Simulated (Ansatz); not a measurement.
ClFH$_{4}$O$_{2}$Si$_{2}$, SMILES `O[Si](F)(Cl)O[SiH3]` from Hartree–Fock to CCSD(T)

| atom | x (Å) | y (Å) | z (Å) |
| --- | --- | --- | --- |
| O1 | 0.109 | 1.779 | -1.798 |
| Si2 | -0.509 | 0.459 | -1.105 |
| F3 | -2.073 | 0.612 | -0.917 |
| Cl4 | -0.192 | -1.089 | -2.366 |
| O5 | 0.136 | 0.184 | 0.338 |
| Si6 | 0.505 | -0.901 | 1.520 |
| H7 | 0.171 | 2.583 | -1.280 |
| H8 | 1.094 | -2.119 | 0.913 |
| H9 | 1.483 | -0.254 | 2.424 |
| H10 | -0.724 | -1.254 | 2.270 |

Charge 0, multiplicity 1. The geometry is a stationary point of PBE0-D4/def2-TZVP. It is one conformer, not always the lowest. Frozen core, restricted reference, Ansatz. CBS rows extrapolate triple and quadruple zeta; past MP2 they add the triple-zeta difference.

| basis | HF (Eh) | MP2 corr. |
| --- | --- | --- |
| def2-TZVPP | -1289.30837 | -1.14173 |
| def2-QZVPP | -1289.35302 | -1.24429 |

**Question.** Estimate the CCSD correlation energy and the (T) correction in each basis where they were run (hartree).

**Answer.** 
| basis | CCSD corr. | (T) |
| --- | --- | --- |
| def2-TZVPP | -1.18190 | -0.04070 |
| CBS(def2) | -1.36043 | as TZ |
